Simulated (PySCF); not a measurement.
NSi, SMILES [Si]#N, multiplicity 2. Atoms are numbered in the order given.

```xyz
2

Si     0.0000     0.0000    -0.5212
N      0.0000     0.0000     1.0425
```
Charge 0, spin multiplicity 2.

Geometry optimised at PBE0-D3(BJ)/def2-TZVPD.

Two levels are set side by side: PBE/pcH-1 (PySCF) and B3LYP/pcH-1 (PySCF). Contact hyperfine couplings, same geometry. Differences are taken from unrounded values.

```
quantity                        B3LYP   PBE  PBE minus B3LYP
------------------------------  -----  ----  ---------------
A(iso) of 29Si, atom Si1 (MHz)  136.7  58.8            -78.0
A(iso) of 14N, atom N2 (MHz)     62.9  48.2            -14.6
```

Rough cost on one machine, each run with all the roots and properties that it gave: B3LYP against PBE within a factor of 2.
